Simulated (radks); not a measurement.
The numbers below are computed, except where a source is named.
Question: Kr, 36 electrons, occupied as [Kr]. Code: a radial shooting solver on a logarithmic mesh with Libxc functionals. Model: scalar-relativistic Kohn-Sham, r2SCAN, spin-polarised, spherical densities, finite nucleus; meta-GGA in the generalised Kohn-Sham scheme; Fermi nuclear charge, rms radius 4.1884 fm. Some entries of the table are withheld. Estimate them.

orbital,occ.,eigenvalue (hartree),r(max) (bohr),<r^2> (bohr^2)
1s,2,(1),0.02708,0.002320
2s,2,-69.05170,0.1541,(2)
2p,6,-60.97112,0.1235,0.03137
3s,2,-9.93830,0.4662,0.3217
3p,6,-7.33460,0.4630,0.3408
3d,10,-3.04390,0.4128,0.3806
4s,2,-0.87999,1.342,2.870
4p,6,(3),1.551,4.393

Answer: 
(1) 1s eigenvalue (hartree): -521.6344
(2) 2s <r^2> (bohr^2): 0.03964
(3) 4p eigenvalue (hartree): -0.35467
